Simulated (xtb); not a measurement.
HNSi, SMILES [SiH]#N. All values are semi-empirical tight-binding results from xtb (GFN2-xTB unless named), good for trends rather than for accurate numbers. The structure is a stationary point at GFN2-xTB.

Optimised geometry:

```xyz
3

H      0.0000     0.0000    -1.8752
Si     0.0000     0.0000    -0.4289
N      0.0000     0.0000     1.1256
```

**Question.** Estimate the properties. (An estimate is asked for; the answer gives what the named calculation found.)

**Answer.** 
point group as xtb finds it: C∞v
orbital gap: 3.72 eV
dipole moment: 6.69 D
zero-point energy: 7.4 kcal/mol
G − E(el) at 298.15 K (modified RRHO): -5.7 kcal/mol
static polarisability (D4 model): 39.7 bohr³
solvation energy, GFN2-xTB/ALPB(water): -1.3 kcal/mol
solvation energy, GFN2-xTB/ALPB(octanol): -1.9 kcal/mol

Computed atomic charges and the Wiberg bond orders between heavy atoms:
charges (e) H1 -0.01, Si2 0.32, N3 -0.32. Bond orders Si2–N3 3.04.
